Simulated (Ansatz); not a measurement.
This geometry of Cl$_{2}$FGaH$_{2}$ (6 atoms, charge 0, multiplicity 1) is a first-order saddle point.

All numbers below come from RKS r2SCANh-D4/def2-SVP (Ansatz).

```xyz
6
Properties=species:S:1:pos:R:3
Ga 0.046 -0.324 -0.142
Cl 0.173 0.008 2.345
Cl 1.899 0.362 -0.938
H -1.375 0.009 -0.616
F 0.277 -2.000 0.610
H 0.294 -1.288 1.824
```

(1) Which two structures does it join? (They come from a converged band through this point; their orientation in space is the band's.)

(2) How far does it lie above each of them?

Answers

(1) Bonds broken: F5–H6. Bonds formed: Cl2–H6.

First end point:

```xyz
6
Properties=species:S:1:pos:R:3
Ga 0.017 -0.013 0.063
Cl 0.126 0.357 2.229
Cl 1.881 0.334 -0.926
H -1.350 -0.067 -0.639
F 0.290 -2.061 0.727
H 0.352 -1.782 1.630
```

Last end point:

```xyz
6
Properties=species:S:1:pos:R:3
Ga 0.041 -0.399 -0.229
Cl 0.173 0.002 2.393
Cl 1.885 0.410 -0.936
H -1.372 0.053 -0.630
F 0.271 -2.040 0.452
H 0.317 -1.259 2.034
```

(2) 0.41 eV above the first and 0.01 eV above the second. This is the barrier of this one path; another mechanism may lie lower. The orbitals stay closed-shell, which can raise the energy where a bond breaks towards radicals; this wasn't checked here.

Time of the run: 2.2 min on 4 threads of Arm Neoverse V1, with other jobs on the host, peak memory 0.24 GiB.
